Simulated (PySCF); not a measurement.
# Working out the ionisation energy of S²⁺

S²⁺ [Ne] 3s2 3p2 (3P) → S³⁺ [Ne] 3s2 3p1 (2P). All numbers are calculated (PySCF 2.14, no relativity, point nucleus, in aug-cc-pV(Q+d)Z (7s6p5d3f2g, 89 functions)). Frozen: [Ne]. Energies in hartree (1 hartree = 27.21139 eV):

```
            part  S²⁺ (lower)  S³⁺ (upper)
             UHF  -396.338119  -395.082774
CCSD correlation    -0.092835    -0.072469
             (T)    -0.002520    -0.001119
```

**Question.** What does Hartree-Fock give?

**Answer.** (-395.082774) − (-396.338119) = 1.255345 hartree = 34.160 eV.

**Question.** What do CCSD and CCSD(T) give?

**Answer.** The CCSD correlation energies differ by 0.020366 hartree = 0.554 eV and the triples by 0.001401 hartree = 0.038 eV, so CCSD gives 34.714 eV and CCSD(T) 34.752 eV.

A first-order spin-orbit estimate adds -0.008 eV to CCSD(T) (valence), giving 34.744 eV against 34.86 ± 0.04 eV (semi-empirical (NIST evaluation); NIST Atomic Spectra Database, ionization energies).

What remains against the reference includes basis incompleteness, the frozen core and higher excitations.
